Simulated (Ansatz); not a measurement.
Born–Oppenheimer molecular dynamics of AlBrH₂OSi (6 atoms, charge 0, multiplicity 1). It starts from a relaxed structure.

The calculation used RHF/def2-SVP (Ansatz 0.2.0).

```yaml
ensemble: NVE (velocity Verlet)
time_step: 4 fs
steps_asked: 100
starting_velocities_drawn_for: 500 K
seed: 891652
```

First frame:

```xyz
6
Properties=species:S:1:pos:R:3
Br -0.887 -3.371 0.191
Al -0.207 -1.241 0.125
O -0.957 0.193 -0.474
Si 0.461 0.942 0.045
H 1.288 1.548 -1.018
H 0.301 1.929 1.131
```

Question: What does the run give?

Answer: The run went to its last step.

* steps done: 100
* time covered: 400 fs
* mean temperature over the second half: 15820 K
* spread of the potential energy over the second half: 34.8 meV per atom
* mean potential energy of the second half above the start: 1463.8 meV per atom

The conserved energy changed by up to 2900 meV per atom, so the integration failed: the time step of 4 fs is too long for the fastest motions that this run met, and the later frames carry no physical meaning.

Question: What happens to the structure?

Answer: Parted: Si4–H6 1.48 → 125.44 Å. It ends as AlBrHOSi + H. Pairs count as bonded within 1.25 times the sum of covalent radii (0.12 Å more for H–H). Another seed would give other details.

Question: How do temperature and energy run in time?

Answer: 
```json
{"time (fs)": "0.0", "T (K)": "500", "potential energy less start (eV)": "0.000", "conserved less start (meV/atom)": "0.00"}
{"time (fs)": "20.0", "T (K)": "293", "potential energy less start (eV)": "0.136", "conserved less start (meV/atom)": "4.79"}
{"time (fs)": "40.0", "T (K)": "229", "potential energy less start (eV)": "0.184", "conserved less start (meV/atom)": "7.32"}
{"time (fs)": "60.0", "T (K)": "333", "potential energy less start (eV)": "0.293", "conserved less start (meV/atom)": "34.39"}
{"time (fs)": "80.0", "T (K)": "2479", "potential energy less start (eV)": "2.982", "conserved less start (meV/atom)": "667.52"}
{"time (fs)": "100.0", "T (K)": "16436", "potential energy less start (eV)": "8.468", "conserved less start (meV/atom)": "2784.53"}
{"time (fs)": "120.0", "T (K)": "15506", "potential energy less start (eV)": "8.957", "conserved less start (meV/atom)": "2785.91"}
{"time (fs)": "140.0", "T (K)": "15830", "potential energy less start (eV)": "8.781", "conserved less start (meV/atom)": "2784.46"}
{"time (fs)": "160.0", "T (K)": "15455", "potential energy less start (eV)": "8.976", "conserved less start (meV/atom)": "2784.68"}
{"time (fs)": "180.0", "T (K)": "16011", "potential energy less start (eV)": "8.680", "conserved less start (meV/atom)": "2783.32"}
{"time (fs)": "200.0", "T (K)": "16310", "potential energy less start (eV)": "8.527", "conserved less start (meV/atom)": "2783.50"}
{"time (fs)": "220.0", "T (K)": "16298", "potential energy less start (eV)": "8.541", "conserved less start (meV/atom)": "2784.90"}
{"time (fs)": "240.0", "T (K)": "15558", "potential energy less start (eV)": "8.926", "conserved less start (meV/atom)": "2785.34"}
{"time (fs)": "260.0", "T (K)": "15507", "potential energy less start (eV)": "8.947", "conserved less start (meV/atom)": "2784.42"}
{"time (fs)": "280.0", "T (K)": "16219", "potential energy less start (eV)": "8.568", "conserved less start (meV/atom)": "2782.59"}
{"time (fs)": "300.0", "T (K)": "15965", "potential energy less start (eV)": "8.706", "conserved less start (meV/atom)": "2783.61"}
{"time (fs)": "320.0", "T (K)": "15985", "potential energy less start (eV)": "8.699", "conserved less start (meV/atom)": "2784.14"}
{"time (fs)": "340.0", "T (K)": "14943", "potential energy less start (eV)": "9.244", "conserved less start (meV/atom)": "2785.30"}
{"time (fs)": "360.0", "T (K)": "16301", "potential energy less start (eV)": "8.523", "conserved less start (meV/atom)": "2782.19"}
{"time (fs)": "380.0", "T (K)": "15476", "potential energy less start (eV)": "8.965", "conserved less start (meV/atom)": "2784.68"}
{"time (fs)": "400.0", "T (K)": "15144", "potential energy less start (eV)": "9.144", "conserved less start (meV/atom)": "2785.98"}
```

Time of the run: 2.7 min on 1 thread of Arm Neoverse V1 (shared host), peak memory 0.17 GiB.
